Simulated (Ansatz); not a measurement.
Two structures of SnAsNH8, singlet, reached by relaxing down either side of one saddle point (PBE0-D4/def2-TZVP). Energies are electronic, without zero-point energy. Computed with Ansatz 0.2.0 (basis: def2-TZVPP and def2-QZVPP); correlated methods freeze the cores. Filled d shells of the heavier atoms are correlated. Core potentials replace the inner electrons of the atoms past krypton. The def2 sets are not built for correlating such inner shells, so the correlated values are less sure here. Extrapolation: Hartree–Fock as exp(−7.88 √X), correlation as X^−2.97. First:

```json
{"atom": "Sn1", "x (Å)": "-0.5031", "y (Å)": "-0.4607", "z (Å)": "-1.3841"}
{"atom": "N2", "x (Å)": "1.3634", "y (Å)": "0.1923", "z (Å)": "-0.8972"}
{"atom": "H3", "x (Å)": "-0.6402", "y (Å)": "-0.9021", "z (Å)": "-3.0370"}
{"atom": "H4", "x (Å)": "-0.7981", "y (Å)": "-1.8152", "z (Å)": "-0.3947"}
{"atom": "H5", "x (Å)": "-1.5556", "y (Å)": "0.8337", "z (Å)": "-1.0415"}
{"atom": "H6", "x (Å)": "0.6547", "y (Å)": "0.5730", "z (Å)": "1.5823"}
{"atom": "As7", "x (Å)": "-0.1747", "y (Å)": "0.6309", "z (Å)": "2.8585"}
{"atom": "H8", "x (Å)": "2.0764", "y (Å)": "-0.5113", "z (Å)": "-1.0458"}
{"atom": "H9", "x (Å)": "1.6414", "y (Å)": "1.0126", "z (Å)": "-1.4219"}
{"atom": "H10", "x (Å)": "-1.3672", "y (Å)": "1.2314", "z (Å)": "2.1271"}
{"atom": "H11", "x (Å)": "-0.6968", "y (Å)": "-0.7845", "z (Å)": "2.6542"}
```

Second:

| atom | x (Å) | y (Å) | z (Å) |
| --- | --- | --- | --- |
| Sn1 | -1.3076 | -0.3617 | -0.5574 |
| N2 | 1.7286 | 0.5996 | -0.5602 |
| H3 | -0.3945 | -1.6873 | -1.1234 |
| H4 | -2.9612 | -0.8393 | -0.5481 |
| H5 | -1.1827 | 0.9506 | -1.6434 |
| H6 | 1.9612 | 1.4472 | -0.0565 |
| As7 | -0.6376 | 0.3830 | 1.8401 |
| H8 | 2.4092 | -0.1034 | -0.2987 |
| H9 | 1.8580 | 0.7918 | -1.5462 |
| H10 | -1.7786 | -0.3786 | 2.5054 |
| H11 | 0.3053 | -0.8019 | 1.9883 |

Task: Which bonds change from the first to the second?

Result: SnNH₅ ([NH2][SnH3]) + AsH₃ → SnAsH₅ ([AsH2][SnH3]) + NH₃; bonds formed: Sn1–As7, N2–H6; bonds broken: Sn1–N2, H6–As7.

Task: Give the saddle point's structure and its height above each. (Judge from chemistry; the value comes from the calculation.)

Result: Computed: 87.0 kJ/mol above the first and 166.0 kJ/mol above the second (CCSD(T) at an estimated basis limit (MP2 extrapolated from triple and quadruple zeta, plus CCSD(T) − MP2 in triple zeta)).
```csv
atom,x (Å),y (Å),z (Å)
Sn1,-0.7151,-0.3661,-1.1332
N2,1.2388,0.2275,-0.4923
H3,-0.3591,-0.8090,-2.7497
H4,-1.1868,-1.7038,-0.2213
H5,-1.6755,1.0222,-1.0859
H6,0.9422,0.4852,0.6126
As7,-0.0754,0.6717,2.3499
H8,1.9292,-0.5202,-0.5189
H9,1.6188,1.0322,-0.9876
H10,-1.4696,0.8013,1.7292
H11,-0.2474,-0.8409,2.4972
```

No T1 diagnostic of these runs exceeds 0.014.

Labels in which every atom is bracketed show which atoms are joined, not bond orders.

For scale, one of the runs: CCSD(T)/def2-TZVPP, 241 basis functions, launched by `ansatz run in.yaml --threads 8 --pin off --events-out ev --progress --plain --max-ram 19148MiB`. Hardware: 8 CPU threads of an Intel Xeon, shared host. Wall time 2.8 min; peak host memory 5.2 GiB.
